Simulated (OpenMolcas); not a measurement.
## Cu IV: effect of the IPEA shift

- Program: OpenMolcas 26.06
- Basis: ANO-RCC-VTZP [6s5p3d2f1g]
- Scalar Hamiltonian: DKH2, point nucleus
- Active space: 8 electrons in 9 orbitals (RAS2 3d 4s; RAS3 4p, at most 2 electrons)
- State averaging: 2S+1 = 3 even, 48 roots; 2S+1 = 5 even, 10 roots kept (CI in the orbitals of an earlier block); 2S+1 = 1 even, 43 roots kept (CI in the orbitals of an earlier block); 2S+1 = 3 odd, 9 roots (0 in the spin-orbit step); 2S+1 = 5 odd, 7 roots kept (CI in the orbitals of an earlier block, 0 in the spin-orbit step)
- Spin-orbit coupling: state interaction with AMFI integrals over the reference wave functions, term energies averaged over their components

Methods on the same reference wave functions:
A. RASSCF
B. MS-RASPT2, IPEA 0 Eh, imaginary shift 0.1 Eh (closed shells correlated: 3s 3p)
C. MS-RASPT2, IPEA 0.25 Eh, imaginary shift 0.1 Eh (closed shells correlated: 3s 3p)

Energies in cm-1 above 3d8 3F4, the measured ground level; measured values from Sugar and Musgrove, J. Phys. Chem. Ref. Data 19, 527 (1990).

```
     Level       A       B       C  Measured
   3d8 3F4     0.0     0.0     0.0       0.0
   3d8 3F3    1943    1948    1949      1861
   3d8 3F2    3253    3210    3210      3078
   3d8 1D2   20400   15830   15770     16248
   3d8 3P2   24767   19750   19840     19697
   3d8 3P1   25230   20140   20260     20097
   3d8 3P0   25599   20480   20600     20423
   3d8 1G4   31850   27160   27040     26913
   3d8 1S0   75848   61260   61250     61456
3d7 4s 5F5  112449  131820  132210    119632
3d7 4s 5F4  113652  133020  133410    120919
```

Deviations, from unrounded energies. A percentage is the sum of absolute deviations over the sum of measured energies, with the sign that they share, or ± where signs differ.

```
                        Against measurement  Levels      A      B      C
             mean absolute deviation (cm-1)      10   5400   2600   2700
      fine structure of the ground term (%)       2   +5.2   +4.5   +4.5
other terms of the ground configuration (%)       6  +23.6   ±0.6   ±0.8
                   other configurations (%)       2   -6.0  +10.1  +10.4
```

B, C lie about equally close to measurement and A furthest from it. The largest miss of B in the table is 3d7 4s 5F5, by +12000 cm-1. The ranking rests on the paired levels alone, and a cruder setting can come out closer through cancelling errors.

Between B and C the level of the table that moves most is 3d7 4s 5F4, by 390 cm-1 (lowest in B, highest in C). Moves below CASPT2's spread within the term are not significant.

The mean deviations of B to C differ by less than CASPT2's widest spread within a term (1700 cm-1), so their order carries little weight.

From A to B the spin-free energies of the other terms of 3d8 shown, above 3F, scale by factors of 0.76 to 0.85, as is usual when dynamic correlation screens the repulsion within a d or f shell.

The lowest spin-free term lies below A's lowest term by 0.654 hartree in B, 0.649 hartree in C.

CASPT2 breaks the degeneracy within a term, and the mean is taken; among the terms shown or strongly mixed into the levels shown the widest spread is 1700 cm-1 (3d8 1G, C). Some high roots are left out of the spin-orbit mixing, which shifts the levels that they would mix with. Terms from blocks run as CI alone lack orbitals of their own. A single d shell beside an s shell can misplace configurations of different d count against each other. Without dynamic correlation excited terms often stand tens of per cent too high (terms of higher spin than the ground term too low), and those without a measured partner can miss by more than the paired ones (holds for A). Measured partners are found by configuration, term and J. A level has none where our copy of the source lacks it or the pairing is in doubt (some pairs that miss far off the trend of their configuration count as doubtful), and it then counts in no deviation. Only configurations of the active space appear. Levels that lie high or do not pair safely by name in every column are left out.
